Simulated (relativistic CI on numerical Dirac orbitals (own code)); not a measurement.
Hyperfine structure of Rh¹⁷⁺, mass number 103

Method of calculation: Dirac-Coulomb-Breit CI, KLI orbitals optimised for each configuration, model QED (radiative potential, 1s self-energy scaled to tabulated hydrogen-like ionisation energies), unscaled Slater integrals (own radial code, finite nucleus).

Configuration list (outside the closed core [Ne] 3s2): 3p⁶3d¹⁰, 3p⁶3d⁹4s, 3p⁶3d⁹4p, 3p⁶3d⁹4d, 3p⁶3d⁸4s², 3p⁶3d⁹4f, 3p⁶3d⁸4s4p, 3p⁵3d¹⁰4s, 3p⁶3d⁹5s, 3p⁶3d⁸4p², 3p⁶3d⁹5p, 3p⁶3d⁸4s4d, 3p⁵3d¹⁰4p, 3p⁶3d⁹5d, 3p⁶3d⁸4p4d, 3p⁶3d⁹5f. Levels of other configurations are missing.

Nuclear spin I = 1/2, μ = -0.08829 μN (tables of Stone and Pyykkö). The electronic factors are computed for point nuclear moments, without core polarisation or the Bohr-Weisskopf and QED corrections.

| Level | E (eV) | A (MHz) |
| --- | --- | --- |
| 3p⁶3d⁹4s ³D3 | 288.681 | -5155 |
| 3p⁶3d⁹4s ³D2 | 289.450 | 3036 |
| 3p⁶3d⁹4s ³D1 | 293.640 | 3750 |
| 3p⁶3d⁹4s ¹D2 | 294.318 | -8002 |
| 3p⁶3d⁹4p ³P°2 | 323.753 | 201.9 |
| 3p⁶3d⁹4p ³F°3 | 324.806 | -2057 |
| 3p⁶3d⁹4p ³F°2 | 329.149 | -3402 |
| 3p⁶3d⁹4p ³P°1 | 329.503 | -652.7 |

Levels with J = 0, under 50 % of one LS term, or S terms without an open s electron are left out. Small factors come from cancelling terms and can be off by tens of per cent or more.

At this charge energies of transitions that change n are usually good to better than 1 %, and those within a shell (Δn = 0) to a few per cent.

Q: Give the hyperfine levels of 3p⁶3d⁹4s ³D3 relative to its centre of gravity.

A: With K = F(F + 1) − I(I + 1) − J(J + 1), E = AK/2: F = 5/2: 10310, F = 7/2: -7733 MHz.

LS names give the leading component of a level, which can be under half, so a name can repeat, a term be missing and a line seem to break the LS rules.
